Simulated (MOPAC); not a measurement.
A run for MOPAC: PM6 on C2H6FN (a complex), monomers drawn apart or pushed together.

```
PM6 1SCF PRECISE CHARGE=0 THREADS=1
C2H6FN

N     -0.02761160 1    -0.09532381 1     0.64327986 1
H      0.65504430 1     0.24667522 1     1.31115156 1
H      0.41783056 1    -0.82509455 1     0.09884847 1
H     -0.24275256 1     0.66623092 1     0.00995532 1
C     -0.92692480 1    -0.22107151 1     5.80524501 1
C      0.17482608 1     0.29575412 1     6.30694260 1
F      1.19741424 1     0.71234773 1     5.51732632 1
H     -1.06293832 1    -0.33556922 1     4.73673357 1
H     -1.70759111 1    -0.53534209 1     6.48290008 1
H      0.40253240 1     0.44992995 1     7.35315668 1
```

The log:

```
*******************************************************************************
 **                                                                           **
 **                              MOPAC v23.2.5                                **
 **                                                                           **
 *******************************************************************************
 ** MOPAC's Digital Object Identifier: https://doi.org/10.5281/zenodo.6511958 **
 **                                                                           **
 ** Please cite the open-source release paper for use of this MOPAC version:  **
 ** J. E. Moussa and J. J. P. Stewart (2026)                                  **
 ** MOPAC: An open-source semiempirical molecular orbital program             **
 ** J. Open Source Softw., 11(119), 8025, https://doi.org/10.21105/joss.08025 **
 *******************************************************************************

                              PM6 CALCULATION RESULTS

 *******************************************************************************
 *  PM6        - The PM6 Hamiltonian to be used
 *
 *
 *
 *                 CHARGE ON SYSTEM = 0
 *
 *
 *
 *  PRECISE    - TIGHTER CRITERIA TO BE USED
 *  1SCF       - DO 1 SCF AND THEN STOP
 *  THREADS=1  - MULTI-THREADING NOT USED
 *  T=         - A TIME OF 172800.0 SECONDS REQUESTED
 *  DUMP=N     - RESTART FILE WRITTEN EVERY 7200.0 SECONDS REQUESTED
 *******************************************************************************
PM6 1SCF PRECISE CHARGE=0 THREADS=1
 C2H6FN

   ATOM   CHEMICAL          X               Y               Z
  NUMBER   SYMBOL      (ANGSTROMS)     (ANGSTROMS)     (ANGSTROMS)

     1       N         -0.02761160  *  -0.09532381  *   0.64327986  *
     2       H          0.65504430  *   0.24667522  *   1.31115156  *
     3       H          0.41783056  *  -0.82509455  *   0.09884847  *
     4       H         -0.24275256  *   0.66623092  *   0.00995532  *
     5       C         -0.92692480  *  -0.22107151  *   5.80524501  *
     6       C          0.17482608  *   0.29575412  *   6.30694260  *
     7       F          1.19741424  *   0.71234773  *   5.51732632  *
     8       H         -1.06293832  *  -0.33556922  *   4.73673357  *
     9       H         -1.70759111  *  -0.53534209  *   6.48290008  *
    10       H          0.40253240  *   0.44992995  *   7.35315668  *



          CARTESIAN COORDINATES

    NO.       ATOM           X           Y           Z

     1         N         -0.0276     -0.0953      0.6433
     2         H          0.6550      0.2467      1.3112
     3         H          0.4178     -0.8251      0.0988
     4         H         -0.2428      0.6662      0.0100
     5         C         -0.9269     -0.2211      5.8052
     6         C          0.1748      0.2958      6.3069
     7         F          1.1974      0.7123      5.5173
     8         H         -1.0629     -0.3356      4.7367
     9         H         -1.7076     -0.5353      6.4829
    10         H          0.4025      0.4499      7.3532

 General Reference for PM6:
 "Optimization of Parameters for Semiempirical Methods V: Modification of NDDO Approximations
 and Application to 70 Elements", J. J. P. Stewart, J. Mol. Mod., 13, 1173-1213 (2007)
 URL: https://link.springer.com/article/10.1007/s00894-007-0233-4

           Empirical Formula: C2 H6 N F  =    10 atoms



      MOLECULAR POINT GROUP   :   Cs


      RHF CALCULATION, NO. OF DOUBLY OCCUPIED LEVELS = 13


 -------------------------------------------------------------------------------
 PM6 1SCF PRECISE CHARGE=0 THREADS=1
 C2H6FN



     1SCF WAS SPECIFIED, SO BFGS WAS NOT USED
     SCF FIELD WAS ACHIEVED


                              PM6 CALCULATION
                                                       MOPAC v23.2.5 Linux




          FINAL HEAT OF FORMATION =        -35.26495 KCAL/MOL =    -147.54856 KJ/MOL


          COSMO AREA              =        128.60 SQUARE ANGSTROMS
          COSMO VOLUME            =         97.25 CUBIC ANGSTROMS

          IONIZATION POTENTIAL    =         10.080214 EV
          HOMO LUMO ENERGIES (EV) =        -10.080  0.802
          NO. OF FILLED LEVELS    =         13
          MOLECULAR WEIGHT        =         63.0745         POINT GROUP:  Cs

          MOLECULAR DIMENSIONS (Angstroms)

            Atom       Atom       Distance
            H    10    H     4     7.37467
            H     9    F     7     3.22099
            H    10    H     3     1.62202


          SCF CALCULATIONS        =          1





   ATOM   CHEMICAL          X               Y               Z
  NUMBER   SYMBOL      (ANGSTROMS)     (ANGSTROMS)     (ANGSTROMS)

     1       N         -0.02761160  *  -0.09532381  *   0.64327986  *
     2       H          0.65504430  *   0.24667522  *   1.31115156  *
     3       H          0.41783056  *  -0.82509455  *   0.09884847  *
     4       H         -0.24275256  *   0.66623092  *   0.00995532  *
     5       C         -0.92692480  *  -0.22107151  *   5.80524501  *
     6       C          0.17482608  *   0.29575412  *   6.30694260  *
     7       F          1.19741424  *   0.71234773  *   5.51732632  *
     8       H         -1.06293832  *  -0.33556922  *   4.73673357  *
     9       H         -1.70759111  *  -0.53534209  *   6.48290008  *
    10       H          0.40253240  *   0.44992995  *   7.35315668  *

                             CARTESIAN COORDINATES

   1    N       -0.027611600    -0.095323810     0.643279860
   2    H        0.655044300     0.246675220     1.311151560
   3    H        0.417830560    -0.825094550     0.098848470
   4    H       -0.242752560     0.666230920     0.009955320
   5    C       -0.926924800    -0.221071510     5.805245010
   6    C        0.174826080     0.295754120     6.306942600
   7    F        1.197414240     0.712347730     5.517326320
   8    H       -1.062938320    -0.335569220     4.736733570
   9    H       -1.707591110    -0.535342090     6.482900080
  10    H        0.402532400     0.449929950     7.353156680


           Empirical Formula: C2 H6 N F  =    10 atoms



      MOLECULAR POINT GROUP   :   Cs


                  EIGENVALUES
 -41.41374 -30.81277 -27.24454 -20.92268 -17.66347 -16.54756 -16.34893 -16.06268
 -16.05723 -14.27357 -13.20315 -10.82265 -10.08021   0.80209   3.01924   4.39784
   5.01229   5.19855   5.96297   6.26065   6.78331   6.79938


              NET ATOMIC CHARGES AND DIPOLE CONTRIBUTIONS

  ATOM NO.   TYPE          CHARGE      No. of ELECS.   s-Pop       p-Pop
    1          N          -0.598652        5.5987     1.59282     4.00583
    2          H           0.201268        0.7987     0.79873
    3          H           0.198679        0.8013     0.80132
    4          H           0.198705        0.8013     0.80130
    5          C          -0.407121        4.4071     1.12348     3.28364
    6          C           0.075479        3.9245     1.13576     2.78876
    7          F          -0.175115        7.1751     1.97129     5.20382
    8          H           0.187644        0.8124     0.81236
    9          H           0.175526        0.8245     0.82447
   10          H           0.143587        0.8564     0.85641
 DIPOLE           X         Y         Z       TOTAL
 POINT-CHG.    -0.372    -0.142     0.622     0.738
 HYBRID         1.215     0.497    -0.725     1.500
 SUM            0.844     0.355    -0.104     0.921


          ATOMIC ORBITAL ELECTRON POPULATIONS

     Atom    s        px        py        pz
    1  N   1.59282   1.50454   1.22685   1.27444
    2  H   0.79873
    3  H   0.80132
    4  H   0.80130
    5  C   1.12348   1.06002   1.06763   1.15598
    6  C   1.13576   0.87829   0.94848   0.96199
    7  F   1.97129   1.55303   1.89978   1.75102
    8  H   0.81236
    9  H   0.82447
   10  H   0.85641

 **********************
 *                    *
 * JOB ENDED NORMALLY *
 *                    *
 **********************




 == MOPAC DONE ==
```

The run finished.

Cost: roughly 0.020 core-seconds.
